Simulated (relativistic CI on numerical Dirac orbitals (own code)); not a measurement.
**P III: from the plainest model towards the measured levels**

Calculated with a relativistic CI code on KLI orbitals (one set per configuration, finite nucleus), adding one ingredient at a time: step 1, Dirac-Coulomb, each configuration alone; step 2, with Breit and QED terms; step 3, with configuration mixing; step 4, with scaled Slater integrals (0.85); step 5, with a P86 correlation estimate; step 6, tied to the ionisation limit. P86 is a density functional for the correlation energy, evaluated here for each configuration and added to its levels. Step 6 is semi-empirical: configurations made of the next ion and one excited electron move by -8447 cm⁻¹, so that their limit matches the tabulated ionisation energy, and those with a non-penetrating f or g electron also take the P86 value of the least penetrating other one.

Configurations in the expansion (outside the closed core [Ne]): 3s2 3p, 3s 3p2, 3s2 4s, 3s2 4p, 3p3, 3s 3p 3d, 3s2 5s, 3s2 3d, 3s2 4d, 3s2 4f, 3s2 5p, 3s 3p 4s, 3p2 3d, 3s2 5d, 3s2 5f, 3p 3d2, 3d2 4s, 3d2 4p, 3d2 5s, 3d3.

Computed minus measured energy above the ground level, in cm⁻¹, for 9 of the 11 excited levels that pair in every step (one J of a term; a digit in brackets numbers repeated terms):

| Configuration | Term | J | Measured | Step 1 | Step 2 | Step 3 | Step 4 | Step 5 | Step 6 |
| --- | --- | --- | --- | --- | --- | --- | --- | --- | --- |
| 3s2 3p | 2P° | 3/2 | 559 | 33 | 5 | -26 | -19 | -19 | -19 |
| 3s 3p2 | 4P | 1/2 | 56922 | -12508 | -12556 | -1789 | -93 | 313 | 314 |
| 3s 3p2 | 2S | 1/2 | 100200 | -1163 | -1223 | 10492 | 3815 | 4225 | 4196 |
| 3s 3p2 | 2P | 1/2 | 109037 | 6071 | 6021 | 4125 | -1277 | -801 | -800 |
| 3s2 4s | 2S | 1/2 | 117836 | -2196 | -2218 | 8804 | 5968 | 9439 | 1037 |
| 3s2 4p | 2P° | 1/2 | 141377 | -2430 | -2463 | 6860 | 4470 | 8393 | 114 |
| 3p3 | 2P° | 1/2 | 170171 | 11253 | 11144 | 1385 | 62 | 1220 | 1202 |
| 3s 3p 3d | 4D° | 1/2 | 175260 | -10712 | -10807 | -667 | -1525 | 219 | 220 |
| 3s2 5s | 2S | 1/2 | 176043 | -4477 | -4510 | 6326 | 3555 | 8898 | 467 |

Mean absolute errors in cm⁻¹, over all paired levels and for the configurations:

```tsv
Configuration, levels	Step 1	Step 2	Step 3	Step 4	Step 5	Step 6
all, 11	6893	6914	4006	1908	3103	816
3s2 3p, 1	33	5	26	19	19	19
3s 3p2, 5	8945	8983	3999	1078	1189	1184
3s2 4s, 1	2196	2218	8804	5968	9439	1037
3s2 4p, 1	2430	2463	6860	4470	8393	114
3p3, 1	11253	11144	1385	62	1220	1202
3s 3p 3d, 1	10712	10807	667	1525	219	220
3s2 5s, 1	4477	4510	6326	3555	8898	467
```

Measured levels: Martin, Zalubas and Musgrove, J. Phys. Chem. Ref. Data 14, 751 (1985). Some J values or terms of the table were assigned by a fit.

The mean absolute error is lowest at step 6 (816 cm⁻¹), and the largest single drop is from step 2 to 3 (6914 to 4006). The Breit and QED terms change the top of the ground term (measured 559) from 593 to 564. Mixing lowers the ground level by 11902, with 3p3 as its largest admixture; relative to it the configurations that move most are 3s2 4s by +11022, 3s2 5s by +10836, 3s 3p 3d by +10140. Configurations whose own partners of that kind are not in the list rise by much of that lowering, so a short list can trade one imbalance for another. The P86 estimate moves 3s2 5s by +5342, 3s2 4p by +3923, 3s2 4s by +3471, and takes the mean absolute error of the excited configurations from 2097 to 3411; it adds to levels that were already too high. Step 6 takes that error from 3411 to 896; the error more than halves for 3s2 4s, 3s2 4p, 3s2 5s.
